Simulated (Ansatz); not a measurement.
BiF₂ (SMILES [F][Bi+][F]), charge +1, singlet, at a GFN2-xTB geometry (such geometries of metal compounds can be far from the true shape) (core potentials on Bi); PBE/def2-SVPD run with Ansatz (a quantum-chemistry and plane-wave program).

Ansatz was given this input:
Ansatz 0.2 input:
```yaml
crystal:
  periodic: [false, false, false]
  atoms:
    - {symbol: Bi, position_ang: [0.21401065, 0.09550529, 0.08737795]}
    - {symbol: F, position_ang: [-1.10376564, 0.60339354, -1.25736162]}
    - {symbol: F, position_ang: [-0.86988811, -1.48416454, 0.45154277]}
basis:
  gaussian:
    orbitals: def2-SVPD
hamiltonian:
  xc: pbe
total_charge: 1
```

Write the output that Ansatz gives for this input, abridged.


```
Functional definition: PBE
698 factors; their error is unknown
mean field evaluation 1: about -11233.9052 eV, gradient 1.2e2 eV
mean field evaluation 2: about -10769.0458 eV, gradient 3.6e2 eV
mean field evaluation 4: about -11256.9518 eV, gradient 2.6e1 eV
mean field evaluation 8: about -11258.6348 eV, gradient 4.8e-2 eV
mean field evaluation 16: about -11258.6098 eV, gradient 4.4e-5 eV
mean field -11258.60982122 eV, -413.7462795699 hartree, gradient 4.4e-5 eV, S^2 0.000000; 0 other end points of the search recorded, 0 dependent functions left out
reference -11258.60985723 eV, -413.7462808935 hartree; 20, 20 occupied and 58, 58 virtual orbitals, 698 factors
Total energy: -11258.60985723 eV, -413.7462808935 hartree
```
